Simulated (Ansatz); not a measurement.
# Four-centre ligand exchange

Start structure (Si$_{2}$H$_{6}$Cl$_{2}$O, singlet), relaxed at PBE0-D4/def2-TZVP:

```xyz
11
angstrom
Si -0.5144 -1.8351 -0.6959
H 0.8285 -2.2455 -0.2534
Cl -0.3472 -0.4602 -2.2045
Cl -1.4294 -3.5072 -1.4544
H -1.3875 -1.3007 0.3608
H 1.7671 0.2376 0.9228
O 0.8153 0.3313 0.8614
Si 0.2132 1.8615 0.6567
H 0.7819 2.5138 -0.5512
H -1.2503 1.6955 0.5182
H 0.5228 2.7091 1.8396
```

The step: SiH₂Cl₂ ([Cl][SiH2][Cl]) + SiH₄O ([OH][SiH3]) → Si₂H₄Cl₂O ([SiH3][O][SiH]([Cl])[Cl]) + H₂; bonds formed: Si1–O7, H2–H6; bonds broken: Si1–H2, H6–O7. Computed with Ansatz 0.2.0 (basis: def2-TZVPP and def2-QZVPP); correlated methods freeze the cores. Extrapolation: Hartree–Fock as exp(−7.88 √X), correlation as X^−2.97. Energies below are by CCSD(T) at an estimated basis limit (MP2 extrapolated from triple and quadruple zeta, plus CCSD(T) − MP2 in triple zeta).

**Question.** What are the electronic barrier and the energy of the step, from the start structure to the end structure? (To be estimated.)

**Answer.** Computed: Barrier 36.54 kcal/mol; step energy -23.79 kcal/mol (downhill); reverse barrier, their difference, 60.33 kcal/mol. Barrier and step energy count from the start structure, the reverse barrier from the end structure.

The saddle point: One imaginary mode of 1270i cm⁻¹.
| pair | start (Å) | saddle (Å) | end (Å) |
| --- | --- | --- | --- |
| Si1–O7 | 2.98 | 1.82 | 1.61 |
| H2–H6 | 2.90 | 1.12 | 0.75 |
| Si1–H2 | 1.47 | 1.66 | 3.69 |
| H6–O7 | 0.96 | 1.14 | 3.90 |

Zero-point energy (harmonic, PBE0-D4): ZPE is 37.75 kcal/mol at the start and 35.90 kcal/mol at the saddle, so the barrier goes from 36.54 to 34.68 kcal/mol.

The T1 diagnostic stays at or below 0.011.

Labels in which every atom is bracketed show which atoms are joined, not bond orders.

For scale, one of the runs: CCSD(T)/def2-TZVPP, 283 basis functions (an equivalent command: `ansatz run in.yaml --threads 8`). The run took 2.7 min on 8 CPU threads (shared host), with 7.5 GiB of host memory at its peak.
